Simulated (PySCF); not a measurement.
I3Zr (SMILES [I][Zr+]([I])[I]), charge +1, singlet, at a GFN2-xTB geometry (such geometries of metal compounds can be far from the true shape) (the multiplicity is a formal guess) (all electrons, no relativity).

Here is a job for PySCF.
```python
from pyscf import gto, scf, dft

mol = gto.Mole()
mol.atom = '''
    Zr   -0.39336319    0.40525880    0.89381686
    I    -1.84730484   -1.56262782   -0.41912409
    I     0.06718708    2.11587631   -1.24441120
    I     2.07699564   -0.85910419    0.98895652
'''
mol.basis = '3-21g'
mol.charge = 1
mol.verbose = 4
mol.build()

mf = dft.UKS(mol)
mf.xc = 'pbe'
mf.kernel()
mf.analyze()
```

### Question
What does this run give for the HOMO energy, nuclear repulsion energy, HOMO-LUMO gap, total energy, number of basis functions?

### Answer

- HOMO energy: -10.84 eV
- nuclear repulsion energy: 2266.7249 Eh
- HOMO-LUMO gap: 1.68 eV
- total energy: -24191.8657 Eh
- number of basis functions: 129

### Question
Roughly what does it cost on one core?

### Answer
roughly 18 core-seconds.
